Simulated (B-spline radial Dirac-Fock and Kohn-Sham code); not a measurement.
Total and shell-resolved photoionisation of Fe¹²⁺

System: iron as Fe¹²⁺, [Ne] 3s2 3p2.

The run's input, task.json:

```json
{"items": [{
  "Z": 26,
  "q": 12,
  "cfg": [[1, 0, 2], [2, 0, 2], [2, 1, 6], [3, 0, 2], [3, 1, 2]],
  "A": 56,
  "rrms": 3.7377,
  "do": ["binding", "quiet", "photo"],
  "hv": [55.7, 123.0, 150, 200, 268.0, 4510.0, 5240.0, 5414.7, 10700.0, 12000, 16500.0, 17479.3, 45400.0, 80000, 100000, 150000]
}]}
```

Launch: `python xray_run.py task.json out`

Calculated with a radial finite-basis atomic code, using the independent-particle Dirac-Slater model, thresholds from Dirac-Fock.

Computed thresholds (eV): K 7495.0, L1 1219.1, L2 1092.5, L3 1080.1, M1 391.2, M2 357.7, M3 355.4.

```
photon energy (eV)  total (b)  K (%)  L (%)  M (%)
              4510      17190      –   88.9   11.1
              5240      11380      –   88.5   11.5
            5414.7      10390      –   88.4   11.6
             10700      13320   88.4   10.1    1.5
             12000       9773   88.6    9.8    1.5
             16500       4053   89.0    9.4    1.5
           17479.3       3447   89.1    9.4    1.6
             45400      212.4   89.5    8.9    1.6
             80000      37.94   89.6    8.8    1.7
            100000      19.10   89.6    8.7    1.7
            150000      5.474   89.6    8.7    1.7
```

Question: With what power of the photon energy does the total fall between 100000 and 150000 eV?

Answer: As E^-3.08. The non-relativistic Born limit for an s electron far above threshold is E^-3.5; near threshold and at relativistic energies the fall is slower.
